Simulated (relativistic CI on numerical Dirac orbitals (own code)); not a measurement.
# What each ingredient does to the levels of Mo9+

Base calculation: Dirac-Coulomb-Breit CI, separate exchange-only KLI orbitals for each configuration, QED by a radiative potential, unscaled Slater integrals.

CI space (outside the closed core [Ar] 3d10): 4s2 4p3, 4s 4p4, 4p5, 4s2 4p2 4d, 4s 4p3 4d, 4s2 4p2 4f, 4s 4p3 4f, 4s2 4p2 5s, 4p4 4d, 4s2 4p2 5p, 4s 4p2 4d2, 4s2 4p 4d 4f, 4s2 4p 4d2, 4s2 4d3, 4s 4p 4d3, 4s2 4d2 4f, 4s 4p 4d2 4f, 4s2 4d2 5s, 4p3 4d2, 4p2 4d3, 4p2 4d2 4f, 4p2 4d2 5s. Double excitations out of closed p, d and f shells are left out; levels of such configurations are missing from the list, as are those of other unlisted configurations, and high levels can miss mixing partners. These lack a partner that the ground configuration has and come out too high: 4s2 4p2 5p.

Variants: (1) only the first 3 configurations. Shifts of the energy above 4s2 4p3 4S°_3/2, in cm⁻¹, for the lowest level and the first level of each name with at least 55 % of one term (blank where a level changes its place among those of its configuration and J or its character, or is not in the variant):

```
            Level    Base    Δ(1)
  4s2 4p3 4S°_3/2       0       0
  4s2 4p3 2D°_3/2   28560   +2456
  4s2 4p3 2D°_5/2   37029   +3760
  4s2 4p3 2P°_1/2   58494   -1271
  4s2 4p3 2P°_3/2   72780    +123
    4s 4p4 4P_5/2  221949  +10419
    4s 4p4 4P_3/2  236526  +11069
    4s 4p4 4P_1/2  241354  +11227
    4s 4p4 2D_3/2  276542  +30179
    4s 4p4 2D_5/2  281224  +29409
4s2 4p2 4d 4F_3/2  350901        
4s2 4p2 4d 4F_5/2  356879        
4s2 4p2 4d 4F_7/2  366446        
4s2 4p2 4d 2F_5/2  367375
```

At this charge energies of transitions that change n are usually good to better than 1 %, and those within a shell (Δn = 0) to a few per cent.

Ionisation energy from the two ground configurations alone: base 185.133 eV. The NIST ASD value (semi-empirical) is 186.3 eV.

LS names give the leading component of a level, which can be under half, so a name can repeat, a term be missing and a line seem to break the LS rules.
